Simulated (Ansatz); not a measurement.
`CN[Si](Cl)(Cl)Cl` + H₂O → `O[Si](Cl)(Cl)Cl` + CH₃NH₂ at 298.15 K and 1 bar (formal hydrolysis of the Si–N bond).

Calculated with Ansatz (gas phase, PBE0-D4/def2-TZVP geometries, no zero-point term in ΔE). CCSD(T)/CBS adds triple-zeta CCSD(T) − MP2 to the extrapolated MP2 energy (def2 sets, frozen cores). This one scheme is used for every species. One conformer a species, not always the lowest.

| species | CCSD(T)/CBS energy (Eh) | H − E (kJ/mol) | S (J/(mol·K)) |
| --- | --- | --- | --- |
| `CN[Si](Cl)(Cl)Cl` | -1763.76586 | 184.0 | 395.6 |
| H₂O | -76.37941 | 66.4 | 188.7 |
| `O[Si](Cl)(Cl)Cl` | -1744.40331 | 72.2 | 352.1 |
| CH₃NH₂ | -95.75281 | 180.0 | 240.4 |

H − E and S are ideal-gas, rigid-rotor, harmonic terms from PBE0-D4/def2-TZVP, for one conformer and one mirror image of each species. 1 Eh = 2625.50 kJ/mol, R = 8.31446 J/(mol·K).

Question: By hand: ΔE, ΔH, ΔS and ΔG.

Answer: ΔE = (-1744.40331) + (-95.75281) − (-1763.76586) − (-76.37941) = -0.01085 Eh = -28.5 kJ/mol. Δ(H − E) = 72.2 + 180.0 − 184.0 − 66.4 = 1.8, so ΔH = -26.7 kJ/mol. ΔS = 352.1 + 240.4 − 395.6 − 188.7 = 8.2 J/(mol·K). ΔG = -26.7 − 298.15 × (8.2)/1000 = -29.1 kJ/mol.

Question: By hand: the equilibrium constant, and the temperature at which ΔG would vanish if ΔH and ΔS stayed fixed.

Answer: log₁₀ K = −ΔG/(RT ln 10) = 5.1. ΔH and −TΔS have one sign here, so there is no such temperature.

The number of gas molecules stays the same, so ΔS is small and ΔH decides. A doubt of 5 kJ/mol in ΔE shifts log₁₀ K by 0.9 here. Other conformers and mirror images would add mixing entropy, several J/(mol·K) or more a flexible species. Modes under 60 cm⁻¹, often nearly free rotors, make the harmonic entropy too high. These are equilibria of isolated gas molecules and say nothing of rates. Largest T1 diagnostic: 0.009 (customary marks: 0.02 for closed shells, 0.045 for open ones).

ΔS is within the doubt of such terms, so its sign, and with it that verdict, could turn.
